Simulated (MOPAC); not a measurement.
A run for MOPAC: PM3 on C2H4F2 (SMILES FCCF), a point of a torsion scan.

```
PM3 1SCF PRECISE CHARGE=0 THREADS=1
C2H4F2

F      1.38459283 1     0.67806659 1    -0.82006518 1
C      0.74829129 1    -0.14393374 1     0.07381814 1
C     -0.76440784 1     0.02099108 1    -0.02364835 1
F     -1.31587765 1    -0.99090649 1    -0.76632140 1
H      1.11429372 1     0.13550031 1     1.06592070 1
H      1.03774117 1    -1.17122524 1    -0.16703068 1
H     -1.23298948 1    -0.02883002 1     0.96341087 1
H     -1.01562380 1     0.96262488 1    -0.52097172 1
```

The log:

```
*******************************************************************************
 **                                                                           **
 **                              MOPAC v23.2.5                                **
 **                                                                           **
 *******************************************************************************
 ** MOPAC's Digital Object Identifier: https://doi.org/10.5281/zenodo.6511958 **
 **                                                                           **
 ** Please cite the open-source release paper for use of this MOPAC version:  **
 ** J. E. Moussa and J. J. P. Stewart (2026)                                  **
 ** MOPAC: An open-source semiempirical molecular orbital program             **
 ** J. Open Source Softw., 11(119), 8025, https://doi.org/10.21105/joss.08025 **
 *******************************************************************************

                              PM3 CALCULATION RESULTS

 *******************************************************************************
 *  PM3        - The PM3 Hamiltonian to be used
 *
 *
 *
 *                 CHARGE ON SYSTEM = 0
 *
 *
 *
 *  PRECISE    - TIGHTER CRITERIA TO BE USED
 *  1SCF       - DO 1 SCF AND THEN STOP
 *  THREADS=1  - MULTI-THREADING NOT USED
 *  T=         - A TIME OF 172800.0 SECONDS REQUESTED
 *  DUMP=N     - RESTART FILE WRITTEN EVERY 7200.0 SECONDS REQUESTED
 *******************************************************************************
PM3 1SCF PRECISE CHARGE=0 THREADS=1
 C2H4F2

   ATOM   CHEMICAL          X               Y               Z
  NUMBER   SYMBOL      (ANGSTROMS)     (ANGSTROMS)     (ANGSTROMS)

     1       F          1.38459283  *   0.67806659  *  -0.82006518  *
     2       C          0.74829129  *  -0.14393374  *   0.07381814  *
     3       C         -0.76440784  *   0.02099108  *  -0.02364835  *
     4       F         -1.31587765  *  -0.99090649  *  -0.76632140  *
     5       H          1.11429372  *   0.13550031  *   1.06592070  *
     6       H          1.03774117  *  -1.17122524  *  -0.16703068  *
     7       H         -1.23298948  *  -0.02883002  *   0.96341087  *
     8       H         -1.01562380  *   0.96262488  *  -0.52097172  *



          CARTESIAN COORDINATES

    NO.       ATOM           X           Y           Z

     1         F          1.3846      0.6781     -0.8201
     2         C          0.7483     -0.1439      0.0738
     3         C         -0.7644      0.0210     -0.0236
     4         F         -1.3159     -0.9909     -0.7663
     5         H          1.1143      0.1355      1.0659
     6         H          1.0377     -1.1712     -0.1670
     7         H         -1.2330     -0.0288      0.9634
     8         H         -1.0156      0.9626     -0.5210

  H: (PM3): J. J. P. STEWART, J. COMP. CHEM. 10, 209 (1989).
  C: (PM3): J. J. P. STEWART, J. COMP. CHEM. 10, 209 (1989).
  F: (PM3): J. J. P. STEWART, J. COMP. CHEM. 10, 209 (1989).

           Empirical Formula: C2 H4 F2  =     8 atoms



      MOLECULAR POINT GROUP   :   C2


      RHF CALCULATION, NO. OF DOUBLY OCCUPIED LEVELS = 13


 -------------------------------------------------------------------------------
 PM3 1SCF PRECISE CHARGE=0 THREADS=1
 C2H4F2



     1SCF WAS SPECIFIED, SO BFGS WAS NOT USED
     SCF FIELD WAS ACHIEVED


                              PM3 CALCULATION
                                                       MOPAC v23.2.5 Linux




          FINAL HEAT OF FORMATION =        -99.49724 KCAL/MOL =    -416.29647 KJ/MOL


          COSMO AREA              =         93.16 SQUARE ANGSTROMS
          COSMO VOLUME            =         75.46 CUBIC ANGSTROMS

          IONIZATION POTENTIAL    =         12.898834 EV
          HOMO LUMO ENERGIES (EV) =        -12.899  2.180
          NO. OF FILLED LEVELS    =         13
          MOLECULAR WEIGHT        =         66.0504         POINT GROUP:  C2

          MOLECULAR DIMENSIONS (Angstroms)

            Atom       Atom       Distance
            H     7    F     1     3.24534
            F     4    H     5     3.01581
            H     8    H     6     2.72828


          SCF CALCULATIONS        =          1





   ATOM   CHEMICAL          X               Y               Z
  NUMBER   SYMBOL      (ANGSTROMS)     (ANGSTROMS)     (ANGSTROMS)

     1       F          1.38459283  *   0.67806659  *  -0.82006518  *
     2       C          0.74829129  *  -0.14393374  *   0.07381814  *
     3       C         -0.76440784  *   0.02099108  *  -0.02364835  *
     4       F         -1.31587765  *  -0.99090649  *  -0.76632140  *
     5       H          1.11429372  *   0.13550031  *   1.06592070  *
     6       H          1.03774117  *  -1.17122524  *  -0.16703068  *
     7       H         -1.23298948  *  -0.02883002  *   0.96341087  *
     8       H         -1.01562380  *   0.96262488  *  -0.52097172  *

                             CARTESIAN COORDINATES

   1    F        1.384592830     0.678066590    -0.820065180
   2    C        0.748291290    -0.143933740     0.073818140
   3    C       -0.764407840     0.020991080    -0.023648350
   4    F       -1.315877650    -0.990906490    -0.766321400
   5    H        1.114293720     0.135500310     1.065920700
   6    H        1.037741170    -1.171225240    -0.167030680
   7    H       -1.232989480    -0.028830020     0.963410870
   8    H       -1.015623800     0.962624880    -0.520971720


           Empirical Formula: C2 H4 F2  =     8 atoms



      MOLECULAR POINT GROUP   :   C2


                  EIGENVALUES
 -35.45722 -27.02704 -21.00680 -20.18874 -18.78743 -18.27395 -17.89127 -17.23672
 -17.04623 -15.58210 -13.32398 -13.05346 -12.89883   2.18044   2.76401   3.04598
   3.08010   3.47527   3.92963   4.03287


              NET ATOMIC CHARGES AND DIPOLE CONTRIBUTIONS

  ATOM NO.   TYPE          CHARGE      No. of ELECS.   s-Pop       p-Pop
    1          F          -0.149968        7.1500     1.78715     5.36281
    2          C           0.024626        3.9754     1.15876     2.81662
    3          C           0.024627        3.9754     1.15876     2.81661
    4          F          -0.149978        7.1500     1.78716     5.36282
    5          H           0.057526        0.9425     0.94247
    6          H           0.067816        0.9322     0.93218
    7          H           0.057538        0.9425     0.94246
    8          H           0.067812        0.9322     0.93219
 DIPOLE           X         Y         Z       TOTAL
 POINT-CHG.    -0.077     0.172     1.485     1.497
 HYBRID        -0.017     0.038     0.326     0.329
 SUM           -0.094     0.210     1.812     1.826


          ATOMIC ORBITAL ELECTRON POPULATIONS

     Atom    s        px        py        pz
    1  F   1.78715   1.85166   1.77344   1.73771
    2  C   1.15876   0.92052   0.95928   0.93681
    3  C   1.15876   0.92992   0.92317   0.96353
    4  F   1.78716   1.88400   1.66278   1.81604
    5  H   0.94247
    6  H   0.93218
    7  H   0.94246
    8  H   0.93219

 **********************
 *                    *
 * JOB ENDED NORMALLY *
 *                    *
 **********************




 == MOPAC DONE ==
```

The run finished.

Cost: roughly 0.020 core-seconds.
